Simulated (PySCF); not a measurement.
F5V, SMILES [F][V-]([F])([F])([F])[F] (connectivity only; charge and spin as stated), charge -1, multiplicity 2.

Geometry optimised at B3LYP-D3(BJ)/def2-SVPD. A frequency run showed that this geometry is not a minimum. The spin state was assumed, not searched.

These are M06-2X/def2-SVPD run with PySCF values and carry that method's errors.

Isolated molecule, no solvent.

The total energy is -1442.84819 hartree. The point group comes out as C2v, the α spin, highest occupied and lowest empty level is -6.03 and 2.20 eV and the β spin, highest occupied and lowest empty level is -7.45 and 2.95 eV. The dipole moment about the centre of nuclear charge is 0.52 D, the mean static polarisability is 42.7 bohr³ (6.33 Å³) and the polarisability, principal values comes out as 38.9, 44.5, 44.8 bohr³. The ⟨S²⟩ is 0.756 (pure state 0.75).
